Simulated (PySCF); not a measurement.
Isomers of C5H2ClFOS, one GFN2-xTB conformer each. Single-point energies are computed at PBE0/pcSseg-1 (PySCF, gas phase, no added dispersion term), electronic only.

| SMILES | GFN2-xTB relative energy (kcal/mol) |
| --- | --- |
| Fc1cocc(Cl)c1=S | 11.6 |
| O=c1ccsc(Cl)c1F | 20.2 |
| O=C(Cl)c1sccc1F | 0.0 |

Conformers: `[O:1]=[C:2]([Cl:3])[c:4]1[s:5][cH:6][cH:7][c:8]1[F:9]` with O1–C2–C4–S5 180°.

Task: What does PBE0/pcSseg-1 give for the same structures?

Result: 
```
         SMILES  PBE0/pcSseg-1 E (Eh)  PBE0/pcSseg-1 (kcal/mol)  GFN2-xTB (kcal/mol)  point group
O=C(Cl)c1sccc1F           -1224.41966                       0.0                  0.0           Cs
O=c1ccsc(Cl)c1F           -1224.39108                      17.9                 20.2           Cs
Fc1cocc(Cl)c1=S           -1224.37739                      26.5                 11.6           Cs
```

Both levels put the same isomer lowest; measured from each level's own lowest isomer, the values differ by up to 14.9 kcal/mol (Fc1cocc(Cl)c1=S: 11.6 against 26.5). 

Task: Which frontier levels, dipoles and rotational constants go with these structures?

Result: 
| SMILES | HOMO (eV, PBE0/pcSseg-1) | LUMO (eV) | dipole (D) | A, B, C (MHz) |
| --- | --- | --- | --- | --- |
| O=C(Cl)c1sccc1F | -7.92 | -2.46 | 4.89 | 1855, 1068, 677.6 |
| O=c1ccsc(Cl)c1F | -7.39 | -2.17 | 4.60 | 1676, 1157, 684.7 |
| Fc1cocc(Cl)c1=S | -6.45 | -2.60 | 4.75 | 1585, 1162, 670.7 |
